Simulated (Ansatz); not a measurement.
Wavefunction ladder for `O=C=[N][Ti]([F])([F])[F]`

Cartesian coordinates in Å:
```
O -0.0069 -1.7115 -2.6661
C -0.0098 -1.0877 -1.6894
N -0.0138 -0.4395 -0.6738
Ti 0.0035 0.5720 0.8899
F 0.0671 2.2649 0.4893
F 1.3995 0.1517 1.8414
F -1.4396 0.2501 1.8089
```

Total charge 0; spin multiplicity 1. Correlated methods include outer-core shells of Ti, which these sets cover unevenly. Scalar relativity is left out up to krypton. Geometry: relaxed with PBE0-D4/def2-TZVP. It is one conformer, not always the lowest. Frozen core, restricted reference, Ansatz.

| basis | HF (Eh) | MP2 corr. |
| --- | --- | --- |
| def2-SVP | -1313.66598 | -1.33063 |
| def2-TZVPP | -1314.38094 | -1.73650 |
| def2-QZVPP | -1314.41693 | -1.88363 |

Estimate the CCSD correlation energy and the (T) correction in each basis where they were run (hartree).


| basis | CCSD corr. | (T) |
| --- | --- | --- |
| def2-SVP | -1.31880 | -0.05274 |
| def2-TZVPP | -1.71870 | -0.08233 |
